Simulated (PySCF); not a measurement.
# Computed spin Hamiltonian

Species: C8H7 (doublet state).
Structure used (GFN2-xTB), in Å, numbered top down from 1:
```xyz
15
C8H7 angstrom
C      4.358    0.509    1.988
C      3.278    0.218    1.540
C      2.061   -0.105    1.030
C      0.984   -0.431    0.590
C     -0.308   -0.727    0.034
C     -0.904    0.537   -0.659
C     -2.206    0.289   -1.243
C     -3.109   -0.618   -1.425
H      5.296    0.764    2.381
H     -0.222   -1.530   -0.704
H     -0.988   -1.054    0.825
H     -0.210    0.867   -1.438
H     -0.979    1.339    0.082
H     -3.027   -1.648   -1.066
H     -4.028   -0.414   -1.955
```

The hyperfine couplings belong to this conformer and change with its torsions.

As a line formula: `C#CC#CCC[C]=C` [radical].

Method used: UKS B3LYP, pcH-1 on C H, non-relativistic, mean-field spin-orbit, GIAO in PySCF 2.14.0. The structure is a single GFN2-xTB conformer in the gas phase; no vibrational or solvent corrections. A GFN2-xTB geometry isn't a minimum of the functional, and hyperfine couplings can be far from their values at a DFT geometry. No stability test was run, so a lower SCF solution isn't excluded.

```json
{
  "g1, g2, g3": "2.00152, 2.00212, 2.00289",
  "g_iso": "2.00218",
  "Form of g": "rhombic: the two nearest values differ by 44 % of g3 − g1",
  "⟨S²⟩": "0.7584 (exact 0.7500)",
  "α and β electrons": "28, 27",
  "HOMO–LUMO gap, α and β orbitals": "5.26, 4.87 eV"
}
```

Hyperfine couplings atom by atom, in mT; T1 to T3 are the principal values of the dipolar part; ρ(0) is the spin density at the nucleus (MHz turned into mT with g_iso):

| atom | isotope | a_iso | T1 | T2 | T3 | Mulliken spin population | ρ(0) (bohr⁻³) |
| --- | --- | --- | --- | --- | --- | --- | --- |
| C1 | 13C | 0.05 | -0.05 | -0.03 | 0.08 | 0.02 | 0.0013 |
| C2 | 13C | -0.09 | -0.04 | 0.00 | 0.04 | -0.01 | -0.0022 |
| C3 | 13C | 0.16 | -0.07 | -0.07 | 0.14 | 0.03 | 0.0039 |
| C4 | 13C | 0.21 | -0.10 | -0.01 | 0.11 | -0.01 | 0.0054 |
| C5 | 13C | 2.49 | -0.24 | -0.23 | 0.46 | 0.07 | 0.0621 |
| C6 | 13C | 0.61 | -0.15 | -0.13 | 0.28 | -0.05 | 0.0153 |
| C7 | 13C | 9.57 | -2.89 | -2.20 | 5.09 | 0.98 | 0.2384 |
| C8 | 13C | -0.30 | -0.61 | 0.07 | 0.54 | -0.16 | -0.0075 |
| H9 | 1H | -0.05 | -0.03 | -0.01 | 0.03 | 0.00 | -0.0003 |
| H10 | 1H | -0.20 | -0.17 | -0.06 | 0.23 | 0.00 | -0.0013 |
| H11 | 1H | -0.20 | -0.17 | -0.06 | 0.23 | 0.00 | -0.0013 |
| H12 | 1H | 0.89 | -0.24 | -0.18 | 0.42 | 0.01 | 0.0056 |
| H13 | 1H | 0.90 | -0.24 | -0.18 | 0.42 | 0.01 | 0.0057 |
| H14 | 1H | 6.44 | -0.16 | -0.07 | 0.23 | 0.09 | 0.0404 |
| H15 | 1H | 4.28 | -0.22 | -0.18 | 0.41 | 0.05 | 0.0268 |

Largest spin populations (Mulliken): C7 (+0.98), C8 (-0.16), H14 (+0.09) and C5 (+0.07). No atom but C7 exceeds +0.15.

Axes: g1 points within 15° of the C6–C7 bond and g2 points within 13° of the C8–H14 bond.

Under fast tumbling the dipolar parts average out, and these isotropic splittings remain: 1 × 1H (H14, I = 1/2, 2 lines) with 6.44 mT, 1 × 1H (H15, I = 1/2, 2 lines) with 4.28 mT, 2 × 1H (H12/H13, I = 1/2, 3 lines) with 0.90 mT, 2 × 1H (H10/H11, I = 1/2, 3 lines) with 0.20 mT and 1 × 1H (H9, I = 1/2, 2 lines) with 0.05 mT.

Nuclei that the bonding pattern makes equivalent are averaged, as if the motion that swaps them (rotation, inversion, ring flip) were fast.

The 13C coupling of C7 (268.1 MHz) shows only in satellite lines or after enrichment, since that isotope makes up about 1.07 % of natural carbon.

Examples of negative spin density at the nucleus (bohr⁻³): C8 (-0.0075), C2 (-0.0022) and H10/H11 (-0.0013).
